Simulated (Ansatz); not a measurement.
`[BH2][GeH2][CH]=O`. The species carries charge 0 and has multiplicity 1.

Z-matrix (Å, degrees):
```
Ge
C 1 2.023
B 1 2.051 2 106.4
H 1 1.534 2 107.1 3 -125.1
H 1 1.542 2 104.9 3 118.1
O 2 1.196 1 123.3 3 101.1
H 2 1.116 1 116.4 3 -78.5
H 3 1.193 1 121.6 2 -110.2
H 3 1.194 1 119.4 2 66.9
```

Question: What are the harmonic wavenumbers in cm⁻¹ at PBE0-D4/def2-TZVP (Ansatz, finite differences of forces, unscaled)? (Best estimate.)

Answer: The calculation gave: 36, 119, 140, 268, 400, 482, 538, 603, 665, 743, 852, 871, 923, 1164, 1365, 1798, 2125, 2166, 2598, 2696, 2833.

Question: Is this a minimum?

Answer: Yes, all 21 modes are real.

Question: Give the ideal-gas thermochemistry at 298.15 K and 1 bar (rigid rotor, harmonic oscillator; point group C1, symmetry number 1).

Answer: Zero-point energy 139.9 kJ/mol; H(298) − E = 160.3 kJ/mol; entropy 347.2 J/(mol·K), of which translation 168.2, rotation 108.6, vibration 70.4; G(298) − E = 56.8 kJ/mol. Modes under 100 cm⁻¹ are hindered rotations or soft bends, so the harmonic entropy is rough.
